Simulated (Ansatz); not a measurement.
Start from `P[NH][ZnH]` and change one atom or group to get `C[NH][ZnH]`.

Ansatz, PBE0-D4/def2-TZVP geometries, multiplicity 1. Each molecule was computed in one conformer, which needn't be the lowest.

Scalar relativity is left out up to krypton.

```csv
property,`P[NH][ZnH]`
HOMO–LUMO gap (B3LYP/def2-TZVPP) / eV,5.72
zero-point energy (PBE0-D4/def2-TZVP) / kJ/mol,104.9
HOMO energy (PBE0/def2-TZVPP) / eV,-6.74
LUMO energy (PBE/def2-TZVPP) / eV,-1.29
HOMO energy (B3LYP/def2-TZVPP) / eV,-6.56
LUMO energy (B3LYP/def2-TZVPP) / eV,-0.83
```

Question: Give the same properties after the change, and the shifts. (An estimate is asked.)

Answer: The calculation gave: 
```
                                      property  `C[NH][ZnH]`  shift
         HOMO–LUMO gap (B3LYP/def2-TZVPP) / eV          5.21  -0.51
zero-point energy (PBE0-D4/def2-TZVP) / kJ/mol         156.1   51.2
            HOMO energy (PBE0/def2-TZVPP) / eV         -6.03   0.71
             LUMO energy (PBE/def2-TZVPP) / eV         -1.08   0.21
           HOMO energy (B3LYP/def2-TZVPP) / eV         -5.84   0.72
           LUMO energy (B3LYP/def2-TZVPP) / eV         -0.63   0.20
```

With PBE0 the HOMO rises by 0.71 eV and the LUMO rises by 0.22 eV, so the gap narrows by about 0.49 eV. PBE moves the HOMO by 0.87 eV and ωB97M-V by 0.53 eV. The zero-point energy changes by 51.2 kJ/mol with +3 modes.

B3LYP here is the variant with VWN-RPA as its local correlation; programs differ in this.
